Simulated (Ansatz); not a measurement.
`[GaH2][CH]1C[CH2][GeH2]1` from Hartree–Fock to CCSD(T)

```xyz
14

Ga   -1.953   -0.717    0.730
C    -0.777    0.431   -0.324
C     0.386    1.164    0.400
C     1.545    0.146    0.311
Ge    0.607   -0.711   -1.194
H    -3.306   -1.231    0.117
H    -1.502   -1.188    2.164
H    -1.359    1.041   -1.016
H     0.161    1.479    1.425
H     0.651    2.070   -0.155
H     1.557   -0.532    1.167
H     2.542    0.563    0.178
H     1.013   -0.266   -2.612
H     0.435   -2.248   -1.190
```

Charge 0, multiplicity 1. Correlated methods include outer-core shells of Ga, Ge, which these sets cover unevenly. Scalar relativity is left out up to krypton. All single points use the PBE0-D4/def2-TZVP geometry. Frozen core, restricted reference, the Gaussian-basis code of Ansatz.

```
     basis      HF (Eh)  MP2 corr.  CCSD corr.       (T)  CCSD(T) total
  def2-SVP  -4116.80541   -0.87542    -0.91253  -0.03100    -4117.74894
def2-TZVPP  -4117.44606   -1.01399    -1.04953  -0.04417    -4118.53976
def2-QZVPP  -4117.53353   -1.55744           –         –              –
```
